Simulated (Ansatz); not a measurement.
Computed with Ansatz on PBE0-D4/def2-TZVP structures; ΔE is electronic, products minus reactants. CCSD(T)/CBS is the MP2 limit (def2-TZVPP, def2-QZVPP) plus CCSD(T) − MP2 in def2-TZVPP, frozen cores. For Ge outer-core shells are correlated without core-valence functions, which leaves a few kJ/mol of doubt a bond. Scalar relativity is left out up to krypton. One conformer a species, not always the lowest.

Consider the redistribution: `C[N](C)[Ge][Cl]` + `CC(C)O[SiH]` → `CC(C)[O][Ge][Cl]` + `CN(C)[SiH]`.

```csv
species,HF/CBS(def2) energy (Eh)
`C[N](C)[Ge][Cl]`,-2668.72645
`CC(C)O[SiH]`,-482.15480
`CC(C)[O][Ge][Cl]`,-2727.64142
`CN(C)[SiH]`,-423.23740
```

(1) Work out ΔE.

Largest T1 diagnostic among the species: 0.015.

Answers

(1) ΔE = (-2727.64142) + (-423.23740) − (-2668.72645) − (-482.15480) = 0.00243 Eh = +1.5 kcal/mol. CCSD(T)/CBS gives +1.1 kcal/mol.

The D4 term adds −1.0 kcal/mol with B3LYP and −0.5 kcal/mol with PBE0; it sums over pairs of atoms, weighted by their polarisabilities, and B3LYP, whose exchange is more repulsive, gets the larger term.

B3LYP here is the variant with VWN-RPA as its local correlation; programs differ in this.
